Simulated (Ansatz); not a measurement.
A nudged elastic band was laid between two geometries of C2H9AlSi (13 atoms, charge 0, multiplicity 1).

All numbers below come from RHF/def2-SVPD in Ansatz.

| Item | Value |
| --- | --- |
| movable images | 7 |
| climbing image | yes |
| spring | 5.0 eV/Å² |
| optimiser | quadratic models (default) |
| start path | through a guess of the saddle point |
| force threshold | 0.03 eV/Å |
| iteration limit | 60 |
| end points | relaxed |

Initial state:

```xyz
13
Properties=species:S:1:pos:R:3
C -1.719 0.165 0.878
Si -0.374 -1.049 0.339
C 1.278 -0.188 0.049
Al 1.404 1.074 -1.450
H -1.444 0.671 1.807
H -1.900 0.935 0.123
H -2.663 -0.357 1.051
H -0.812 -1.723 -0.917
H -0.239 -2.106 1.377
H 1.538 0.337 0.978
H 2.032 -0.972 -0.099
H 1.995 0.606 -2.843
H 0.924 2.574 -1.278
```

Final state:

```xyz
13
Properties=species:S:1:pos:R:3
C -1.850 0.093 0.563
Si -0.245 -0.890 0.747
C 0.961 -0.541 -0.654
Al 1.657 1.285 -0.901
H -1.666 1.169 0.591
H -2.349 -0.140 -0.381
H -2.544 -0.146 1.372
H -0.580 -2.340 0.805
H 0.395 -0.538 2.046
H 1.835 -1.196 -0.535
H 0.505 -0.850 -1.605
H 2.707 1.570 -2.052
H 1.193 2.489 0.018
```

Problem. What changes between the two ends?

Solution. No bond is made or broken. The dihedral H8–Si2–C3–Al4 goes from 54 to -177°.

Problem. What energy profile does the band end with?

Solution. The run converged. The highest image is number 4 of 0 to 8, 12.4 kJ/mol above the first end and 9.4 kJ/mol above the last; the last end lies 3.0 kJ/mol above the first. A vibrational analysis at the climbing image gives 2 clearly imaginary modes (119i, 84i cm⁻¹): a point of higher order, so a lower path passes nearby.

| image | path coordinate (Å) | energy (kJ/mol) | dihedral H8–Si2–C3–Al4 (°) |
| --- | --- | --- | --- |
| 0 | 0.00 | 0.0 | 54 |
| 1 | 0.83 | 1.3 | 67 |
| 2 | 1.66 | 5.0 | 83 |
| 3 | 2.49 | 9.9 | 101 |
| 4 | 3.33 | 12.4 | 120 |
| 5 | 4.11 | 10.5 | 139 |
| 6 | 4.88 | 6.4 | 158 |
| 7 | 5.65 | 3.5 | 174 |
| 8 | 6.43 | 3.0 | -177 |

Problem. What is the geometry of the highest image?

Solution. 
```xyz
13
Properties=species:S:1:pos:R:3
C -1.746 0.234 0.652
Si -0.364 -1.055 0.586
C 1.210 -0.486 -0.297
Al 1.416 1.282 -1.135
H -1.432 1.140 1.175
H -2.072 0.527 -0.349
H -2.612 -0.172 1.179
H -0.900 -2.266 -0.095
H -0.030 -1.442 1.984
H 2.054 -0.590 0.397
H 1.430 -1.208 -1.097
H 2.839 1.680 -1.709
H 0.229 2.321 -1.277
```

The band took 14 iterations and about 6 core-minutes.

Time of the run: 3.3 min on 2 threads of Intel(R) Xeon(R) 6975P-C (Granite Rapids), with other jobs on the host, peak memory 0.46 GiB.
